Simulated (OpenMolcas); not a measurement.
O V: effect of the IPEA shift

```json
{"Program": "OpenMolcas", "Basis": "ANO-RCC-VTZP [4s3p2d1f]", "Scalar Hamiltonian": "DKH2, point nucleus", "Active space": "2 electrons in 9 orbitals (RAS2 2s 2p; RAS3 3d, at most 2 electrons)", "State averaging": "2S+1 = 3 even, 3 roots; 2S+1 = 1 even, 7 roots; 2S+1 = 3 odd, 3 roots; 2S+1 = 1 odd, 3 roots", "Spin-orbit coupling": "RASSI with atomic mean-field integrals over the reference wave functions, term energies averaged over their components"}
```

Methods on the same reference wave functions:
A. RASSCF
B. MS-RASPT2, IPEA 0 Eh, imaginary shift 0.1 Eh (closed shells correlated: 1s)
C. MS-RASPT2, IPEA 0.25 Eh, imaginary shift 0.1 Eh (closed shells correlated: 1s)

Energies in cm-1 above 2s2 1S0, the measured ground level; measured values from Moore, Selected Tables of Atomic Spectra, NSRDS-NBS 3, section 9.

```json
{"Level": "2s2 1S0", "A": "0.0", "B": "0.0", "C": "0.0", "Measured": "0.0"}
{"Level": "2s 2p 3P* 0", "A": "81852", "B": "81947", "C": "81948", "Measured": "81942"}
{"Level": "2s 2p 3P* 1", "A": "81999", "B": "82094", "C": "82095", "Measured": "82079"}
{"Level": "2s 2p 3P* 2", "A": "82295", "B": "82390", "C": "82391", "Measured": "82385"}
{"Level": "2s 2p 1P* 1", "A": "161972", "B": "160733", "C": "160742", "Measured": "158798"}
{"Level": "2p2 3P0", "A": "214704", "B": "214191", "C": "214202", "Measured": "213462"}
{"Level": "2p2 3P1", "A": "214851", "B": "214338", "C": "214349", "Measured": "213618"}
{"Level": "2p2 3P2", "A": "215140", "B": "214627", "C": "214638", "Measured": "213887"}
{"Level": "2p2 1D2", "A": "234575", "B": "233288", "C": "233295", "Measured": "231721"}
{"Level": "2p2 1S0", "A": "295935", "B": "291659", "C": "291703", "Measured": "287910"}
```

Deviations, from unrounded energies. A percentage is the sum of absolute deviations over the sum of measured energies, with the sign that they share, or ± where signs differ.

| Against measurement | Levels | A | B | C |
| --- | --- | --- | --- | --- |
| mean absolute deviation (cm-1) | 9 | 2000 | 1100 | 1100 |
| other configurations (%) | 9 | ±1.2 | +0.6 | +0.6 |

B, C lie about equally close to measurement and A furthest from it. The largest miss of B in the table is 2p2 1S0, by +3700 cm-1. The ranking rests on the paired levels alone, and a cruder setting can come out closer through cancelling errors.

Between B and C the level of the table that moves most is 2p2 1S0, by 44 cm-1 (lowest in B, highest in C).

The lowest spin-free term lies below A's lowest term by 0.005 hartree in B, 0.005 hartree in C.

Active for correlation alone: 3d; no level in the range computed is led by a configuration that fills it, so any true level of that kind is missing. Computed and measured levels are paired by configuration, term and J; levels that our copy of the source lacks, or whose pairing is in doubt (as where it misses far off the trend of its configuration), stay unpaired and out of the deviations. Levels of configurations outside the active space are missing.

* marks odd parity.
